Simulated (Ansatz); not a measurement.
Input file for CH3BN2:

```yaml
crystal:
  periodic: [false, false, false]
  atoms:
    - {symbol: B, position_ang: [-0.442061, 0.652214, -0.534106]}
    - {symbol: N, position_ang: [-1.193747, 0.243247, 0.651442]}
    - {symbol: C, position_ang: [-0.082246, -0.420266, 0.760014]}
    - {symbol: N, position_ang: [0.890635, 0.264179, 0.009432]}
    - {symbol: H, position_ang: [-0.780223, 0.858109, -1.654828]}
    - {symbol: H, position_ang: [0.081453, -1.397130, 1.224556]}
    - {symbol: H, position_ang: [1.587490, -0.268353, -0.502210]}
basis:
  gaussian: {orbitals: def2-SVP}
correlation: {method: ccsd_t}
```

```sh
$ ansatz run in.yaml --threads 2 --pin off --events-out ev --progress --plain --max-ram 4352MiB
```

Log, shortened:

```
Functional definition: HF
728 factors; integrals over basis functions are off by at most 1.3e-3 eV
mean field evaluation 1: about -4705.2598 eV, gradient 3.6e1 eV
mean field evaluation 2: about -4705.2639 eV, gradient 3.6e1 eV
mean field evaluation 4: about -4708.4654 eV, gradient 3.7e0 eV
mean field evaluation 8: about -4708.5246 eV, gradient 2.2e-1 eV
mean field evaluation 16: about -4708.5093 eV, gradient 1.8e0 eV
mean field -4708.52496759 eV, -173.0351010061 hartree, gradient 1.7e-6 eV, S^2 0.000000; 0 other end points of the search recorded, 0 dependent functions left out
4 core orbitals not correlated: weight in the atoms' cores, before any rotation towards them, 1.000 or more for the frozen orbitals, at most 0.000 for the correlated occupied ones
reference -4708.52496759 eV, -173.0351010061 hartree; 10, 10 occupied and 57, 57 virtual orbitals, 728 factors
second order -14.51084809 eV of doubles, -0.00000000 eV of singles
cycle   1  -14.62780526 eV  change   -1.2e-1 eV  update   9.8e-2
cycle   2  -15.05511931 eV  change   -4.3e-1 eV  update   3.0e-2
cycle   3  -15.16241782 eV  change   -1.1e-1 eV  update   1.6e-2
cycle   4  -15.15500552 eV  change    7.4e-3 eV  update   4.7e-3
cycle   5  -15.15431627 eV  change    6.9e-4 eV  update   2.3e-3
cycle   6  -15.15496139 eV  change   -6.5e-4 eV  update   7.1e-4
cycle   7  -15.15454778 eV  change    4.1e-4 eV  update   2.8e-4
cycle   8  -15.15452465 eV  change    2.3e-5 eV  update   9.8e-5
cycle   9  -15.15455694 eV  change   -3.2e-5 eV  update   3.7e-5
cycle  10  -15.15454512 eV  change    1.2e-5 eV  update   1.7e-5
perturbative correction -0.59872083 eV, -0.0220025846 hartree
Total energy: -4724.27823354 eV, -173.6140228516 hartree
```

Hardware: 2 threads of an Arm Neoverse V1 on a shared host. Wall time 1.4 s, peak host memory 0.32 GiB.

The correlation energy is -15.753 eV, 3.8 % of it from (T); the T1 diagnostic reads 0.0161.
